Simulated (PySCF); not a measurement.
## How methods differ on the ionisation energy of V+

V+ [Ar] 3d4 (5D) → V(2+) [Ar] 3d3 (4F), as a difference of total energies. Computed with PySCF 2.14 in def2-TZVP, with no relativity, point nucleus. Correlated levels: valence: [Ar] frozen. The calculations carry no spin-orbit coupling.

```json
{"method": "UHF", "ionisation energy (eV)": "13.319"}
{"method": "BP86", "ionisation energy (eV)": "15.424"}
{"method": "M06-L", "ionisation energy (eV)": "14.644"}
{"method": "MP2 (valence)", "ionisation energy (eV)": "13.961"}
{"method": "SCS-MP2 (valence)", "ionisation energy (eV)": "13.533"}
```

How much does correlation contribute at MP2 (valence)?

13.961 − (13.319) = 0.642 eV, measured against UHF.

These non-relativistic numbers lack the scalar-relativistic shift.

The reference lies between the lowest fine-structure levels, while these numbers refer to the centres of the terms.

Errors of the correlated levels include the incompleteness of this basis and the frozen core.

For comparison: 14.634 ± 0.007 eV (measured; NIST Atomic Spectra Database, ionization energies).
